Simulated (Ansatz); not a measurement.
Consider the ligand exchange at a Ge–C bond: `CC[CH2][GeH3]` + `C=CS` → `C=C[S][GeH3]` + `CCC`.

Program: Ansatz. Geometries: PBE0-D4/def2-TZVP. ΔE: electronic, gas phase. CCSD(T)/CBS adds triple-zeta CCSD(T) − MP2 to the extrapolated MP2 energy (def2 sets, frozen cores). This one scheme is used for every species. DFT in def2-TZVPP. For Ge outer-core shells are correlated without core-valence functions, which leaves a few kJ/mol of doubt a bond. Scalar relativity is left out up to krypton. One conformer a species, not always the lowest.

```tsv
species	BHLYP-D4 energy (Eh)
`CC[CH2][GeH3]`	-2197.28877
`C=CS`	-476.77442
`C=C[S][GeH3]`	-2554.97928
`CCC`	-119.10994
```

Task: Work out ΔE.

Result: ΔE = (-2554.97928) + (-119.10994) − (-2197.28877) − (-476.77442) = -0.02603 Eh = -68.3 kJ/mol. CCSD(T)/CBS gives -60.3 kJ/mol.

Largest T1 diagnostic among the species: 0.012.

Leaving LDA and LC-ωPBE aside and taking each functional with its dispersion term where it has one, the values, not all of them listed here, spread over 5.8 kJ/mol, from BHLYP-D4 to ωB97M-V. LDA lies +5.9 kJ/mol from PBE without D4. In def2-TZVPP, CCSD(T) changes the Hartree–Fock value by +10.3 kJ/mol (the triples alone add −0.3 kJ/mol) and MP2 by +7.4 kJ/mol.
